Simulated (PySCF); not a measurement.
## Dipole response of Mg+ (magnesium, charge +1)

[Ne] 3s1, 2S determinant. Computed with PySCF 2.14 in aug-cc-pVQZ (7s6p4d3f2g, 84 functions), with no relativity, point nucleus. Coupled (time-dependent) response in atomic units; α is the mean over directions.

```json
{"method": "UHF", "mean α (bohr³)": "38.67", "C₆ (like pair)": "178.0", "S(−4)": "1575"}
{"method": "PBE", "mean α (bohr³)": "33.52", "C₆ (like pair)": "143.6", "S(−4)": "1194"}
{"method": "PBE0", "mean α (bohr³)": "35.01", "C₆ (like pair)": "153.2", "S(−4)": "1301"}
{"method": "r2SCAN0", "mean α (bohr³)": "34.29", "C₆ (like pair)": "151.3", "S(−4)": "1202"}
{"method": "M06-L", "mean α (bohr³)": "36.20", "C₆ (like pair)": "163.3", "S(−4)": "1351"}
```

S(−4) is the Cauchy moment in α(ω) = α(0) + S(−4) ω² + …

α(iu) at PBE0:

| u (hartree) | α(iu) (bohr³) |
| --- | --- |
| 0 | 35.01 |
| 0.0500 | 32.04 |
| 0.100 | 25.56 |
| 0.200 | 14.23 |
| 0.300 | 8.299 |
| 0.500 | 3.714 |
| 0.750 | 1.921 |
| 1.00 | 1.228 |
| 1.50 | 0.6833 |
| 2.00 | 0.4618 |
| 3.00 | 0.2646 |
| 5.00 | 0.1217 |

For an ion, C₆ is the dispersion term alone; charge-induced terms of lower order in 1/R come first.
